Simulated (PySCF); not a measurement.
Orbital picture of ZrH

UHF at R = 1.859 Å; Zr def2-TZVPPD with ECP28, H def2-TZVPPD; scalar-relativistic core potentials (PySCF 2.14). State: quartet, unpaired electrons σ ↑, π ↑, δ ↑, a mixture of terms (⟨Lz²⟩ = 5.0). Only the outer orbitals are listed, counted within each symmetry, core potentials removing the inner ones.

| spin | orbital | occ. | ε (eV) | on Zr (%) | main shells (%) |
| --- | --- | --- | --- | --- | --- |
| α | 1π | 1 | -42.12 | 100 | 100 Zr p |
| α | 2σ | 1 | -41.49 | 99 | 99 Zr p |
| α | 1π | 1 | -41.46 | 100 | 100 Zr p |
| α | 3σ | 1 | -10.39 | 37 | 62 H s, 17 Zr d, 14 Zr s |
| α | 1δ | 1 | -8.12 | 100 | 100 Zr d |
| α | 2π | 1 | -7.52 | 100 | 96 Zr d |
| α | 4σ | 1 | -6.41 | 99 | 71 Zr s, 15 Zr d, 13 Zr p |
| α | 2π | 0 | 0.34 | 102 | 97 Zr p |
| α | 3π | 0 | 0.58 | 102 | 99 Zr p |
| α | 5σ | 0 | 0.82 | 88 | 50 Zr p, 40 Zr d, 12 H s |
| β | 1π | 1 | -39.15 | 100 | 100 Zr p |
| β | 2σ | 1 | -38.94 | 99 | 99 Zr p |
| β | 1π | 1 | -38.14 | 100 | 100 Zr p |
| β | 3σ | 1 | -10.03 | 31 | 69 H s, 13 Zr d, 11 Zr s |
| β | 4σ | 0 | 0.56 | 101 | 82 Zr s, 18 Zr p |
| β | 2π | 0 | 1.35 | 103 | 103 Zr p |
| β | 2π | 0 | 1.48 | 103 | 103 Zr p |

Problem. Which are the highest filled and the lowest empty level, where do they sit, and how wide is the gap?

Solution. Highest filled α 4σ at -6.41 eV (in %: 71 Zr s, 15 Zr d, 13 Zr p); lowest empty α 2π at 0.34 eV (in %: 97 Zr p); the gap at UHF is 6.75 eV. An empty level above zero is unbound, and its energy depends on the basis.

```
bond order (Mayer)                              : 0.89
⟨S²⟩                                            : 3.761
charge on Zr (Mulliken, basis-dependent)        : 0.35
charge on Zr (Löwdin, basis-dependent)          : 0.33
dipole moment (positive dipole means Zr(−)H(+)) : -2.23 D
polarisability along the bond                   : 104.5 bohr³
polarisability across the bond                  : 144.0 bohr³
```

Shares are Mulliken populations and can fall outside 0 to 100 %.

Spin–orbit coupling is left out. The state is the lowest single determinant that the PBE0 search found; with open d or f shells the true ground state can be another one.
